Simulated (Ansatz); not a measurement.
Relaxation of CH8O2Si (12 atoms, charge 0, multiplicity 1), to a largest force component of 0.03 eV/Å in at most 50 steps.

These are results of RKS PBE-D4/def2-SVP (Ansatz 0.2.0), not measurements.

```xyz
12
Properties=species:S:1:pos:R:3
Si -0.942 0.243 0.617
C 0.224 -1.236 0.544
H -1.822 0.190 -0.623
H -1.822 0.076 1.828
O -0.169 1.719 0.786
H 1.258 0.119 -1.109
O 1.126 0.985 -1.534
H 1.034 -1.158 1.298
H -0.349 -2.156 0.786
H 0.682 -1.445 -0.452
H 0.403 1.847 -0.008
H 0.376 0.816 -2.134
```

Question: Where does it end, and by what steps?

Answer: The run converged. The force dipped under the threshold on the way, but the program's further checks kept it going. After 13 steps the energy has fallen by 0.089 eV; H6 moved furthest, 0.80 Å.

```json
{"step": "0", "energy less start (eV)": "0.0000", "largest force component (eV/Å)": "0.424", "accepted": "yes"}
{"step": "1", "energy less start (eV)": "-0.0399", "largest force component (eV/Å)": "0.350", "accepted": "yes"}
{"step": "2", "energy less start (eV)": "-0.0499", "largest force component (eV/Å)": "0.898", "accepted": "yes"}
{"step": "3", "energy less start (eV)": "-0.0675", "largest force component (eV/Å)": "0.503", "accepted": "yes"}
{"step": "4", "energy less start (eV)": "0.0081", "largest force component (eV/Å)": "1.055", "accepted": "no"}
{"step": "5", "energy less start (eV)": "-0.0836", "largest force component (eV/Å)": "0.108", "accepted": "yes"}
{"step": "6", "energy less start (eV)": "-0.0860", "largest force component (eV/Å)": "0.109", "accepted": "yes"}
{"step": "7", "energy less start (eV)": "-0.0875", "largest force component (eV/Å)": "0.048", "accepted": "yes"}
{"step": "8", "energy less start (eV)": "-0.0881", "largest force component (eV/Å)": "0.038", "accepted": "yes"}
{"step": "9", "energy less start (eV)": "-0.0884", "largest force component (eV/Å)": "0.019", "accepted": "yes"}
{"step": "10", "energy less start (eV)": "-0.0888", "largest force component (eV/Å)": "0.037", "accepted": "yes"}
{"step": "11", "energy less start (eV)": "-0.0891", "largest force component (eV/Å)": "0.049", "accepted": "yes"}
{"step": "12", "energy less start (eV)": "-0.0892", "largest force component (eV/Å)": "0.050", "accepted": "yes"}
{"step": "13", "energy less start (eV)": "-0.0893", "largest force component (eV/Å)": "0.021", "accepted": "yes"}
```

```xyz
12
Properties=species:S:1:pos:R:3
Si -0.936 0.166 0.681
C 0.132 -1.392 0.778
H -1.744 0.078 -0.603
H -1.888 0.194 1.842
O -0.045 1.581 0.749
H 1.582 0.468 -1.756
O 1.080 1.305 -1.762
H 0.737 -1.402 1.708
H -0.499 -2.305 0.765
H 0.833 -1.457 -0.081
H 0.487 1.688 -0.078
H 0.261 1.075 -2.243
```

The run took 18 s on 2 threads of Intel(R) Xeon(R) Platinum 8488C (Sapphire Rapids), on a shared host, peak memory 0.15 GiB.
